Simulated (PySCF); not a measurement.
Electron correlation in Si+ (silicon, charge +1)

[Ne] 3s2 3p1, 2P determinant. Calculation: PySCF 2.14, in aug-cc-pCVTZ-DK with one added diffuse shell each of s, p, d, f type (9s8p6d4f, 91 functions); scalar relativity by spin-free X2C-1e. Frozen: 1s2; 11 electrons correlated.

```json
{"level": "CCSD", "correlation energy (mhartree)": "-345.69"}
{"level": "(T)", "correlation energy (mhartree)": "-4.01"}
{"level": "CCSD(T)", "correlation energy (mhartree)": "-349.70"}
```

Diagnostics: T1 = 0.0089, D1 = 0.0353, largest double amplitude 0.097.

Is a single reference adequate?

Mostly. T1 lies below 0.03, but a double amplitude of this size points to a near-degeneracy that CCSD handles and MP2 describes poorly.
